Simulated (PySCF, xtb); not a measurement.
SbClBr2, SMILES [Cl][Sb]([Br])[Br].

GFN2-xTB in xtb at its own geometry gives an orbital gap of 4.03 eV and a dipole moment of 7.07 D.

Coordinates come from a r2SCAN-D4/def2-SVP optimisation. The structure was generated by enumeration; whether it is a known compound was not checked. The def2 effective core potentials stand for the cores of Sb; spin–orbit coupling is left out.

**Question.** What does PBE/def2-TZVP (PySCF) give? (An estimate is asked for; the answer gives what the named calculation found.)

**Answer.** gap 4.17 eV (levels -7.20 and -3.03 eV), dipole 2.36 D.
